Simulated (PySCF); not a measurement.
Molfile (atoms numbered from 1):
```
C3H14Si3
     RDKit          3D

 20 19  0  0  0  0  0  0  0  0999 V2000
   -1.8029    0.0930    1.0136 C   0  0  0  0  0  0  0  0  0  0  0  0
   -1.6986   -0.7021   -0.2810 C   0  0  0  0  0  0  0  0  0  0  0  0
   -0.8171   -0.0231   -1.3243 C   0  0  0  0  0  0  0  0  0  0  0  0
    1.0173    0.1989   -0.8009 Si  0  0  0  0  0  4  0  0  0  0  0  0
    1.2984    2.1321    0.4611 Si  0  0  0  0  0  4  0  0  0  0  0  0
    1.7892   -1.7857    0.1313 Si  0  0  0  0  0  4  0  0  0  0  0  0
   -2.5165   -0.3741    1.6897 H   0  0  0  0  0  0  0  0  0  0  0  0
   -2.1370    1.1092    0.8127 H   0  0  0  0  0  0  0  0  0  0  0  0
   -0.8403    0.1437    1.5182 H   0  0  0  0  0  0  0  0  0  0  0  0
   -2.7035   -0.8388   -0.6929 H   0  0  0  0  0  0  0  0  0  0  0  0
   -1.2991   -1.6963   -0.0606 H   0  0  0  0  0  0  0  0  0  0  0  0
   -1.2506    0.9481   -1.5745 H   0  0  0  0  0  0  0  0  0  0  0  0
   -0.8513   -0.6166   -2.2406 H   0  0  0  0  0  0  0  0  0  0  0  0
    1.7094    0.4111   -2.0967 H   0  0  0  0  0  0  0  0  0  0  0  0
    1.2884    1.8571    1.9031 H   0  0  0  0  0  0  0  0  0  0  0  0
    2.5837    2.7780    0.1832 H   0  0  0  0  0  0  0  0  0  0  0  0
    0.2708    3.1553    0.2399 H   0  0  0  0  0  0  0  0  0  0  0  0
    1.4598   -2.9919   -0.6352 H   0  0  0  0  0  0  0  0  0  0  0  0
    3.2474   -1.7765    0.2743 H   0  0  0  0  0  0  0  0  0  0  0  0
    1.2475   -2.0107    1.4766 H   0  0  0  0  0  0  0  0  0  0  0  0
  1  2  1  0
  2  3  1  0
  3  4  1  0
  4  5  1  0
  4  6  1  0
  1  7  1  0
  1  8  1  0
  1  9  1  0
  2 10  1  0
  2 11  1  0
  3 12  1  0
  3 13  1  0
  4 14  1  0
  5 15  1  0
  5 16  1  0
  5 17  1  0
  6 18  1  0
  6 19  1  0
  6 20  1  0
M  END
```

Geometry: GFN2-xTB; GIAO shifts from PySCF 2.14, gas phase, non-relativistic, averaged over equivalent atoms.

At PBE0/def2-SVP (166 basis functions, 16 s wall time on 1 thread of an AMD EPYC 9R45 96-Core, shared host):
```tsv
atoms	δ (ppm)
C2	22.5
C1	16.7
C3	15.7
Si4	-91.3
Si5/Si6	-108.2
H14	4.04
H15/H16/H17/H18/H19/H20	3.52
H10/H11	1.48
H12/H13	1.01
H7/H8/H9	0.80
```

References, each an isolated molecule treated in the same way: TMS for ¹³C (σref 196.16), ²⁹Si (σref 403.74), ¹H (σref 31.81).

Q: Predict the values at PBE0/pcSseg-1 on the same geometry.

A: 
| atoms | δ at PBE0/pcSseg-1 | change |
| --- | --- | --- |
| C2 | 25.2 | +2.7 |
| C1 | 18.7 | +2.0 |
| C3 | 17.1 | +1.4 |
| Si4 | -86.8 | +4.5 |
| Si5/Si6 | -113.1 | -4.9 |
| H14 | 4.01 | -0.03 |
| H15/H16/H17/H18/H19/H20 | 3.51 | -0.01 |
| H10/H11 | 1.59 | +0.11 |
| H12/H13 | 1.15 | +0.14 |
| H7/H8/H9 | 0.95 | +0.15 |

δ = σ(ref) − σ, references computed at the same level: TMS for ¹³C (σref 186.93), ²⁹Si (σref 349.16), ¹H (σref 31.72).

The largest change is at Si5/Si6 (silicon bonded to Si, 3 H). Cost: 193 basis functions, 23 s wall time on 1 thread of an AMD EPYC 9R45 96-Core, shared host. The order of the carbon signals is the same at both levels.
